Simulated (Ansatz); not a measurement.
Compare A (`C/C([SiH3])=C\F`) with its isomer B (`FC[SiH]1CC1`).

Computed with Ansatz on PBE0-D4/def2-TZVP structures; ΔE is electronic, products minus reactants. CCSD(T)/CBS adds triple-zeta CCSD(T) − MP2 to the extrapolated MP2 energy (def2 sets, frozen cores). Functionals use def2-TZVPP. B3LYP here is the variant with VWN-RPA as its local correlation; programs differ in this. Each species was taken in one conformer, which may not be the lowest.

**Question.** Which isomer does CCSD(T)/CBS put lower? Give the gap. (Best estimate.)

**Answer.** Computed: A, by 12.4 kcal/mol.

**Question.** Give E(B) − E(A) in kcal/mol with CCSD(T)/def2-TZVPP, PBE-D4, B3LYP-D4, HF/def2-TZVPP, r2SCAN-D4, B3LYP, MP2/def2-TZVPP. (An estimate is asked.)

**Answer.** Computed: CCSD(T)/def2-TZVPP 13.3, PBE-D4 10.1, B3LYP-D4 14.2, HF/def2-TZVPP 18.7, r2SCAN-D4 10.9, B3LYP 13.7, MP2/def2-TZVPP 11.6. None reverses the order clearly.

Largest T1 diagnostic: 0.012.

In def2-TZVPP, CCSD(T) changes the Hartree–Fock value by −5.4 kcal/mol (the triples alone add +0.0 kcal/mol) and MP2 by −7.1 kcal/mol.
